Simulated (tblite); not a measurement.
Species: C6H14BPS.
Cartesian coordinates in Å at the GFN2-xTB level; atoms count from 1:
```xyz
23
C6H14BPS angstrom
C     -2.4448    1.4222   -0.4070
B     -1.7313    0.0559   -0.0820
C     -2.4297   -1.3145   -0.4288
P     -0.0955    0.0324    0.8724
C      0.8912    1.3989    0.0594
C      2.3511    1.3339    0.4753
S      3.2151   -0.0866   -0.2664
C      2.2685   -1.4316    0.5142
C      0.8067   -1.4140    0.1021
H     -2.0320    2.2801    0.1201
H     -3.5142    1.3875   -0.2044
H     -2.3509    1.6305   -1.4741
H     -3.4650   -1.2141   -0.7470
H     -2.4067   -1.9979    0.4200
H     -1.8939   -1.8240   -1.2313
H      0.8121    1.3376   -1.0297
H      0.4680    2.3527    0.3852
H      2.8999    2.2092    0.1258
H      2.4524    1.2554    1.5596
H      2.3785   -1.3325    1.5958
H      2.7604   -2.3479    0.1854
H      0.7333   -1.3776   -0.9888
H      0.3219   -2.3284    0.4544
```

Computed with GFN2-xTB (tblite): harmonic, unscaled wavenumbers at the GFN2-xTB geometry, gas phase. The method is semi-empirical: single wavenumbers can be off by several per cent or more. One conformer, not necessarily the lowest. The optimisation stopped once no atom felt more than 0.01 eV/Å.

Lowest wavenumbers of the output (negative numbers stand for imaginary wavenumbers):
```
mode    cm-1
  1     -34.0
  2      49.2
  3      69.2
  4      79.7
  5     117.1
  6     170.1
  7     207.9
  8     223.3
  9     263.5
 10     277.0
```

Problem. Is this structure a minimum?

Solution. Not by this Hessian. 1 mode is imaginary beyond 20i (34i cm⁻¹), so at this level the point lies at or near a first-order saddle. The curvature is small, so loose convergence or finite differences may be the whole cause.

Problem. Which atoms move in the imaginary mode?

Solution. 34i: H12 (methyl hydrogen) 42 %, H11 (methyl hydrogen) 31 %, H10 (methyl hydrogen) 18 %. These are shares of the mass-weighted motion.

Problem. What is the remedy?

Solution. Step along that mode in both directions, optimise again with tighter thresholds and repeat the frequencies. The zero-point energy of this point (118.4 kcal/mol) counts the 62 real modes alone, and thermal corrections from it aren't those of a minimum.

Hardware: Arm Neoverse V2, one thread, no GPU, on a shared host. The figure is for the frequency step alone.
